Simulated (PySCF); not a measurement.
WSe2: from structure and modes to constants

Level of theory: PySCF, UPBE0, basis W def2-SVP with ECP60, Se def2-SVP (scalar-relativistic core potentials, no spin–orbit coupling, density fitting).

The triplet minimum has C2v symmetry. Masses (u): W 183.95093, Se 79.91652.

```xyz
3
charge 0 multiplicity 3, angstrom
W     0.5730    0.0000    0.0000
Se   -0.6588    1.8877    0.0000
Se   -0.6588   -1.8877    0.0000
```

Harmonic wavenumbers (cm⁻¹): 101.9 (a1, ×1), 343.2 (a1, ×1), 359.5 (b2, ×1).

Problem. Find the principal moments of inertia and the rotational constants. What kind of rotor is it?

Solution. About the centre of mass I = 129.77, 569.56, 699.32 u Å². With B = 16.8576/I this gives 0.1299, 0.0296, 0.02411 cm⁻¹. The molecule is an asymmetric top with κ = -0.90.

Problem. What is the harmonic zero-point energy?

Solution. Half the sum of all 3 wavenumbers, 805/2 = 402 cm⁻¹, which is 4.8 kJ/mol (1 cm⁻¹ = 0.0119627 kJ/mol).

Problem. Give the standard entropy (298.15 K, 1 bar) by its translational, rotational, vibrational and spin parts, and Cp.

Solution. Sackur–Tetrode with M = 343.78 u gives 181.7; rotation with symmetry number 2 gives 116.6; vibration 24.0; spin R ln 3 = 9.1. The total is 331.4 J/(mol K), and Cp = 4 R + 21.3 = 54.6 J/(mol K).

Other isomers or separated fragments may lie lower. With open d or f shells other occupations or spin states may lie lower. With an element this heavy the missing spin–orbit coupling can shift these numbers.
